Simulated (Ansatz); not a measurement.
Two structures of CH$_{7}$NSn, closed shell, reached by relaxing down either side of one saddle point (PBE0-D4/def2-TZVP). Energies are electronic, without zero-point energy. Program: Ansatz 0.2.0. Basis: def2-TZVPP and def2-QZVPP. Cores are frozen in the correlated methods. Filled d shells of the heavier atoms are correlated. Core potentials replace the inner electrons of the atoms past krypton. The def2 sets are not built for correlating such inner shells, so the correlated values are less sure here. Extrapolation: Hartree–Fock as exp(−7.88 √X), correlation as X^−2.97. First:

```csv
atom,x (Å),y (Å),z (Å)
Sn1,-1.2473,-1.6451,0.3230
H2,1.4088,-0.6544,-0.0979
N3,0.5644,-0.1328,0.1071
C4,0.3437,0.9230,-0.8814
H5,0.6684,0.2526,1.0382
H6,-0.4769,-2.0628,1.8742
H7,-2.0661,-0.2407,1.0531
H8,1.1782,1.6270,-0.9405
H9,-0.5637,1.4652,-0.6155
H10,0.1905,0.4681,-1.8605
```

Second:

| atom | x (Å) | y (Å) | z (Å) |
| --- | --- | --- | --- |
| Sn1 | -1.3537 | -1.1717 | 0.7086 |
| H2 | 2.4218 | 0.0995 | 0.7964 |
| N3 | 0.1209 | -0.2971 | -0.0944 |
| C4 | -0.0515 | 0.8294 | -0.9786 |
| H5 | 3.0875 | 0.3529 | 1.0336 |
| H6 | -1.0416 | -2.4865 | 1.7307 |
| H7 | -3.0112 | -0.7815 | 0.5096 |
| H8 | 0.5183 | 1.6844 | -0.5900 |
| H9 | -1.0790 | 1.1773 | -1.1593 |
| H10 | 0.3886 | 0.5930 | -1.9568 |

(1) Which bonds change from the first to the second?

(2) Give the saddle point's structure and its height above each. (An estimate is asked for; the value comes from the calculation.)

The search had been set up for a 1,2-elimination (forming H2–H5, breaking Sn1–H2, N3–H5); from that guess it ended on this step instead.

T1 diagnostic: at most 0.025. The restricted Hartree–Fock reference is unstable towards an unrestricted one at one or more of these structures. A large double-excitation amplitude points to some diradical character; no triplet was computed.

Results:

(1) CH₇NSn ([CH3][NH2][SnH2]) → CH₅NSn ([CH3][N][SnH2]) + H₂; bonds formed: H2–H5; dative contacts that become bonds: Sn1–N3; bonds broken: H2–N3, N3–H5.

(2) Computed: 94.87 kcal/mol above the first and 29.66 kcal/mol above the second (CCSD(T) at an estimated basis limit (MP2 extrapolated from triple and quadruple zeta, plus CCSD(T) − MP2 in triple zeta)).
Sn1  (-1.203, -1.423, 0.424)
H2  (1.393, -0.240, 0.436)
N3  (0.382, -0.251, -0.047)
C4  (0.246, 0.854, -0.986)
H5  (1.597, 0.562, 1.076)
H6  (-0.647, -2.485, 1.666)
H7  (-2.440, -0.449, 1.157)
H8  (1.143, 1.474, -0.951)
H9  (-0.615, 1.494, -0.773)
H10  (0.143, 0.463, -2.002)
(Å)

Labels in which every atom is bracketed show which atoms are joined, not bond orders.

For scale, one of the runs: CCSD(T)/def2-TZVPP, 210 basis functions, launched by `ansatz run in.yaml --threads 4 --pin off --events-out ev --progress --plain --max-ram 9574MiB`. The run took 66 s on 4 CPU threads of an Arm Neoverse V2 (shared host), with 3.2 GiB of host memory at its peak.
